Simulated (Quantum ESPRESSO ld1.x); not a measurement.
Valence configurations of Nd (all share [Xe]). Calculated with ld1.x of Quantum ESPRESSO 7.5: scalar-relativistic Kohn-Sham, revPBE, spin-unpolarised, spherical densities, point nucleus. Energies are relative to 4f4 6s2; eigenvalues in eV.

\begin{tabular}{lrrrrr}
valence & E (eV) & e(4f) & e(5d) & e(6p) & e(6s) \\ \hline
4f4 6s2 & 0.000 & -1.728 & - & - & -3.457 \\
4f3.5 6s2 6p0.5 & 1.083 & -5.600 & - & -1.719 & -4.288 \\
4f3 5d1 6s2 & 1.855 & -6.878 & -2.886 & - & -3.825 \\
4f4 6s1 6p1 & 2.284 & -2.908 & - & -1.769 & -4.099 \\
4f3 6s2 6p1 & 4.015 & -10.017 & - & -2.180 & -5.091 \\
4f2 5d2 6s2 & 8.398 & -13.042 & -3.907 & - & -4.071 \\
4f2 5d1 6s2 6p1 & 11.645 & -16.433 & -6.197 & -2.246 & -5.408 \\
\end{tabular}

NIST lists [Xe] 4f4 6s2 as the ground configuration; this level of theory agrees among the configurations tried. The energies are those of spherical spin-averaged densities, not of single terms. No valid solution was reached for [Xe] 4f5 6s1; [Xe] 4f6; [Xe] 4f4 5d2.
